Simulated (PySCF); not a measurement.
B(Me)(OH)(SH) (CH5BOS), SMILES CB(O)S. The structure is a stationary point at B3LYP-D3(BJ)/def2-SVP. Other conformers were not sampled.

Give the equilibrium geometry at B3LYP-D3(BJ)/def2-SVP (PySCF confirms it by a frequency run) as a Z-matrix, and its point group. (An estimate is asked for; the answer gives what the named calculation found.)

Several could match; the one computed here: point group Cs.
```
B
O 1 1.3626
H 2 0.9657 1 113.19
C 1 1.5787 2 123.04 3 0.00
H 4 1.0997 1 113.72 2 180.00
H 4 1.1050 5 107.70 1 122.64
H 4 1.1050 5 107.70 6 114.71
S 1 1.8212 2 117.66 3 180.00
H 8 1.3535 1 96.63 2 0.00
```
Charge 0, spin multiplicity 1.
